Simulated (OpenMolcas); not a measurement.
A calculation on Ho III.

| Item | Value |
| --- | --- |
| Program | OpenMolcas 26.06 |
| Method | SS-RASPT2, IPEA 0.25 Eh, imaginary shift 0.1 Eh (closed shells correlated: 5s 5p) |
| Basis | ANO-RCC-VTZP [8s7p5d3f2g1h] |
| Scalar Hamiltonian | DKH2, point nucleus |
| Active space | 11 electrons in 12 orbitals (RAS2 4f; RAS3 5d, at most 1 electron) |
| State averaging | 2S+1 = 4 odd, 35 roots (21 in the spin-orbit step); 2S+1 = 2 odd, 112 roots (11 in the spin-orbit step); 2S+1 = 6 even, 175 roots (105 in the spin-orbit step); 2S+1 = 4 even, 117 roots kept (CI in the orbitals of an earlier block); 2S+1 = 2 even, 124 roots kept (CI in the orbitals of an earlier block, 32 in the spin-orbit step) |
| Spin-orbit coupling | RASSI with atomic mean-field integrals over the reference wave functions, term energies averaged over their components |

Problem. Which level of the active space comes out lowest?

Solution. 4f11 4I* 15/2, with 100 % of that term; it is also the measured ground level.

Problem. How high does 4f11 2H* 11/2 lie?

Solution. 18600 cm-1 above the lowest level; measured 16891 cm-1 above the ground level, so the calculation is off by +10 %.

Problem. How high does 4f11 4I* 11/2 lie?

Solution. 8350 cm-1 above the lowest level; measured 8644 cm-1 above the ground level, so the calculation is off by -3 %.

Problem. How high does 4f11 4S* 3/2 lie?

Solution. 19270 cm-1 above the lowest level.

Problem. The level at 10980 cm-1 has J = 9/2. What is it made of, and what is its g factor?

Solution. 83 % 4f11 4I* 9/2, 17 % 4f11 2H*; g = 0.757, against 0.727 from Landé's formula for the pure leading term.

Measured values: Martin, Zalubas and Hagan, Atomic Energy Levels: The Rare-Earth Elements, NSRDS-NBS 60 (1978); whole-number values converted from NIST levels in rydberg listed in Nahar, Atoms 12, 24 (2024).

CASPT2 breaks the degeneracy within a term, and the mean is taken; among the terms shown or strongly mixed into the levels shown the widest spread is 290 cm-1 (4f11 4I*). Each CASPT2 term energy is a mean over a sample of three components. High states are left out of the spin-orbit mixing, which shifts the levels that they would mix with. Measured partners are found by configuration, term and J. A level has none where our copy of the source lacks it or the pairing is in doubt (some pairs that miss far off the trend of their configuration count as doubtful), and it then counts in no deviation. Only configurations of the active space appear.

* marks odd parity.
